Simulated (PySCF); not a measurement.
All of these have the formula C3H8BrGeN. The calculation used TDDFT wB97X-D/def2-SVPD, vertical, gas phase, core orbitals frozen in the response in PySCF. Geometries: PBE0-D3(BJ)/def2-SVP; one conformer of each isolated species. Triplets are in the Tamm–Dancoff approximation. Relativistic effects are left out although some hold elements past zinc.

A. `[NH2][Ge@H]([Br])[CH]1CC1`
B. `C1[CH2][Ge]([CH2]1)([Br])[NH2]`
C. `C=[C](C)[Ge@@H]([NH2])[Br]`
D. `C=CC[NH][GeH2][Br]`

Lowest singlet levels (six at most, fewer where fewer were computed) with oscillator strengths:

1. 199 nm (f 0.123); 193 nm (f 0.010); 191 nm (f 0.024); 185 nm (f 0.026); 184 nm (f 0.012); 171 nm (f 0.026); T1 4.55 eV
2. 206 nm (f 0.007); 190 nm (f 0.113); 187 nm (f 0.022); 183 nm (f 0.045); 182 nm (f 0.040); 178 nm (f 0.222); T1 4.33 eV
3. 192 nm (f 0.008); 187 nm (f 0.028); 182 nm (f 0.044); 179 nm (f 0.021); 161 nm (f 0.014); 159 nm (f 0.035); T1 6.13 eV
4. 198 nm (f 0.027); 191 nm (f 0.053); 186 nm (f 0.045); 184 nm (f 0.015); 165 nm (f 0.027); 163 nm (f 0.038); T1 5.75 eV

Question: Which spectrum belongs to which structure?

Answer: 1 = D, 2 = C, 3 = A, 4 = B.
- A: S1 at 6.46 eV, HOMO→LUMO (80%); Löwdin shares by element: HOMO nitrogen 46%, germanium 13%, bromine 11%, hydrogen 9% or more (atoms not listed hold the other 22%); LUMO bromine 41%, germanium 29%, hydrogen 10% or more, carbon 6% or more; HOMO -9.55 and LUMO 1.43 eV.
- B: S1 at 6.26 eV, HOMO→LUMO (60%), HOMO→LUMO+1 (26%); Löwdin shares by element: HOMO carbon 32% or more, nitrogen 30%, germanium 14% (atoms not listed hold the other 24%); LUMO bromine 40%, germanium 29%, nitrogen 7%, carbon 6% or more (atoms not listed hold the other 18%); HOMO -9.12 and LUMO 1.46 eV.
- C: S1 at 6.02 eV, HOMO→LUMO (75%), HOMO-1→LUMO (14%); Löwdin shares by element: HOMO nitrogen 49%, carbon 21% or more, germanium 10% (atoms not listed hold the other 20%); LUMO carbon 44% or more, bromine 20%, germanium 17% (atoms not listed hold the other 19%); HOMO -9.42 and LUMO 1.04 eV.
- D: S1 at 6.24 eV, HOMO→LUMO (86%); Löwdin shares by element: HOMO nitrogen 56%, carbon 14% or more, bromine 14% (atoms not listed hold the other 17%); LUMO bromine 38%, germanium 29%, hydrogen 21% or more; HOMO -9.10 and LUMO 1.25 eV.
B and D have S1 within 0.02 eV of each other; their strongest listed levels stand at 6.48 eV (f 0.053) and 6.24 eV (f 0.123).
